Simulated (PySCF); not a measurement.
B3LYP has the VWN-RPA correlation part, as in Gaussian. 

Cartesian coordinates (Å):
```xyz
8

Sc    -0.2292     0.0551    -0.2031
N     -0.7294    -1.4341     0.9725
H     -0.2314    -2.3289     1.0773
H     -1.5418    -1.4636     1.6042
N      1.3880    -0.2129    -1.2811
H      1.9911    -1.0470    -1.2888
H      1.7927     0.4609    -1.9459
Br    -1.5626     2.1633    -0.3226
```
Charge 0, spin multiplicity 1.

Problem. Predict the total energy, HOMO–LUMO gap, LUMO, charge on the central atom (meta-Löwdin), dipole moment, charge on the central atom (Mulliken) and HOMO from B3LYP-D3(BJ)/def2-TZVP // BP86-D3(BJ)/def2-SVP (PySCF).

Solution. 
```
Quantity                                        Result
----------------------------------------  ------------
total energy                              -93798.93 eV
HOMO–LUMO gap                                  5.10 eV
LUMO                                          -2.06 eV
charge on the central atom (meta-Löwdin)        1.23 e
dipole moment                                   3.51 D
charge on the central atom (Mulliken)           1.25 e
HOMO                                          -7.15 eV
```
